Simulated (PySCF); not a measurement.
Molecule: B(OMe)2(OEt), SMILES CCOB(OC)OC, singlet. Atoms near the plane z = 0.0 Å, at the GFN2-xTB optimised geometry (x, y, z in Å): B1 (-0.3, 0.0, 0.0), O2 (-0.9, -1.3, 0.0), C3 (-2.3, -1.6, -0.2), H5 (-2.3, -2.7, -0.1), H6 (-2.9, -1.2, 0.7), O7 (1.1, 0.0, 0.0), C8 (1.8, -1.2, -0.1), H9 (1.6, -1.8, -1.0), H10 (2.9, -0.9, -0.1), H11 (1.6, -1.9, 0.8), O12 (-0.8, 1.2, 0.0), C13 (-2.1, 1.6, 0.2), H15 (-2.2, 2.7, -0.2), H16 (-2.9, 1.0, -0.3).

Calculation: B3LYP/def2-SVP (PySCF). Cells within 0.4 Å of a nucleus heavier than hydrogen are left out (blank, or x). The values are rescaled to run from 0 to 1.

```
|00000000000000000000000000000|
|00000000000000000000000000000|
|00000001110000000000000000000|
|00000123322100000000000000000|
|00001244543200000000000000000|
|00012456665321000000000000000|
|00013468876433210000000000000|
|00023578986555421000000000000|
|00124578987776542100000000000|
|00135689x98998753221000000000|
|00245789x99xx9754443200000000|
|00246789889xx9766665420000000|
|00245787778999777886532100000|
|0013456655788x889x98643221000|
|0012345545678xx9xxx8655432000|
|0012455556788x889x98777653100|
|00134677778998778998888754200|
|00235788889xx976689xx99764200|
|0023578xx99xx975679xx88653100|
|0013568xx88998655788876542100|
|00124689987776545677764421000|
|00024679976555434555543210000|
|00013578875433222344322100000|
|00012456654210001222210000000|
|00001344443100000000000000000|
|00000123321000000000000000000|
|00000001100000000000000000000|
|00000000000000000000000000000|
|00000000000000000000000000000|
```
Scale: ten equal steps from 0.000 (start of '0') to 1.00 (end of '9'), in the order '0123456789'; x runs from -5.00 to 5.00, y from -5.00 (bottom) to 5.00 (top).

**Question.** Which quantity is mapped?
(A) electron localisation function
(B) log10 of the electron density
(C) deformation density (molecule minus spherical neutral atoms)
(D) Laplacian of the electron density

**Answer.** B, log10 of the electron density. In full: log10 of the electron density (e/bohr³), floored at −4.
